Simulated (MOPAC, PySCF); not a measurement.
CH4B2O, SMILES `C=BBO` (C–B–B–O torsion 180°, B–B–O–H torsion 0°), neutral singlet in the gas phase. 

Cartesian coordinates (Å):
```xyz
8

C      1.7608     0.2661    -0.1941
B      0.4207    -0.0806    -0.2504
B     -1.1471    -0.5803    -0.3343
O     -2.2548     0.1929    -0.1754
H      2.5555    -0.4595    -0.3387
H      2.1072     1.2768    -0.0031
H     -1.3574    -1.7386    -0.5568
H     -2.0850     1.1233     0.0039
```
Charge 0, multiplicity 1.

All levels are single points at this geometry (B3LYP-D3(BJ)/def2-TZVP); Pople sets use spherical d functions. Orbital energies aren't observables, and empty levels follow the basis.

```tsv
level	HOMO (eV)	LUMO (eV)	gap (eV)	dipole (D)	vertical IE, Delta-SCF (eV)
B3LYP-D3(BJ)/def2-TZVP in PySCF	-6.67	-1.79	4.89	1.54	9.18
PBE-D3(BJ)/def2-TZVP in PySCF	-5.85	-2.52	3.33	1.60	9.17
PBE/6-31G* in PySCF	-5.39	-2.09	3.30	1.80	8.89
HF/6-31G* in PySCF	-8.85	2.62	11.47	1.57	7.59
PM3 in MOPAC	-10.15	0.25	10.40	1.44	–
PM6 in MOPAC	-8.84	0.05	8.89	1.11	–
```
